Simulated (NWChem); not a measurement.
CHCuO; SMILES [O+]#[C-]->[CuH]

Results from NWChem. Medium grid unless said otherwise, to which SCAN and Minnesota functionals are sensitive. Geometry: optimised at PBE0/def2-SVP. Total energies of different functionals are on different scales.

```
level                                             energy (Ha)  highest occupied level (eV)  orbital gap (eV)  dipole (D)
------------------------------------------------  -----------  ---------------------------  ----------------  ----------
B3LYP/def2-SVP                                     -1754.1594                        -6.59              4.20        3.38
PBE/def2-SVP                                       -1753.7439                        -5.74              2.66        2.95
B3PW91/def2-SVP                                    -1754.0675                        -6.57              4.16        3.37
TPSS/def2-SVP                                      -1754.1669                        -5.77              2.82        3.03
M05-2X/def2-SVP                                    -1753.9854                        -7.76              6.63        4.04
HCTH/407/def2-SVP                                  -1754.9336                        -5.75              2.50        3.14
M06-2X/def2-SVP                                    -1754.0073                            …                 …           …
LC-BLYP (range parameter 0.33 per bohr)/def2-SVP   -1753.6261                        -9.13              9.22        3.53
N12/def2-SVP                                       -1754.8608                        -5.48              2.44        3.08
```

Q: Complete the blanks.

A: 
- M06-2X/def2-SVP, highest occupied level (eV): -7.57
- M06-2X/def2-SVP, orbital gap (eV): 6.41
- M06-2X/def2-SVP, dipole (D): 4.08
